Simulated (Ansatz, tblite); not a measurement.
Cost and result up the ladder for [V(H2O)6]2+ (VO₆H₁₂²⁺) (19 atoms). The state is a quartet with charge 2. Geometry: PBE-D4/def2-SVP.

Cartesian coordinates in Å:
```
V 0.0017 0.0010 0.0003
O -0.7020 1.3354 1.5099
H -0.5453 2.3004 1.5250
H -1.1815 1.1202 2.3341
O 0.7066 -1.3379 -1.5051
H 0.5539 -2.3037 -1.5114
H 1.1887 -1.1288 -2.3293
O 1.8384 -0.2754 1.0502
H 2.1162 0.1445 1.8879
H 2.5864 -0.8337 0.7594
O -1.8346 0.2717 -1.0531
H -2.5873 0.8252 -0.7651
H -2.1037 -0.1439 -1.8960
O 0.8058 1.6987 -1.0143
H 0.3615 2.2088 -1.7203
H 1.7197 2.0416 -0.9605
O -0.8134 -1.6928 1.0124
H -1.7307 -2.0256 0.9527
H -0.3801 -2.2058 1.7231
```

Ansatz on 4 threads of Intel Xeon 6975P-C on a shared host; xTB runs through tblite on one thread. Times are rough, summed over both states, and most runs start from the orbitals of an earlier one. PBE0-D4/def2-TZVP serves as the yardstick here, not as an exact answer. The other state is a triplet, and no other spin of it was run.

The xTB rows come from tblite.

Raw xTB energies of ions are shifted by several eV, and xTB has no spin-polarisation term.

| level | functions | vertical IE (eV) | difference from PBE0-D4/def2-TZVP (eV) |
| --- | --- | --- | --- |
| GFN2-xTB | 45 | 20.15 | 4.14 |
| GFN1-xTB | 57 | 20.69 | 4.68 |
| PBE0-D4/def2-TZVP | 303 | 16.01 | 0.00 |
| PBE-D4/def2-TZVP (with forces) | 303 | 15.50 | -0.51 |
| r2SCAN-D4/def2-TZVP (with forces) | 303 | 15.83 | -0.18 |

Q: Estimate how long each takes.

A: GFN2-xTB 0.012 s; GFN1-xTB 0.023 s; PBE-D4/def2-TZVP (with forces) 14 s; r2SCAN-D4/def2-TZVP (with forces) 24 s; PBE0-D4/def2-TZVP 32 s. On shared hardware such times vary by a factor of up to 3.
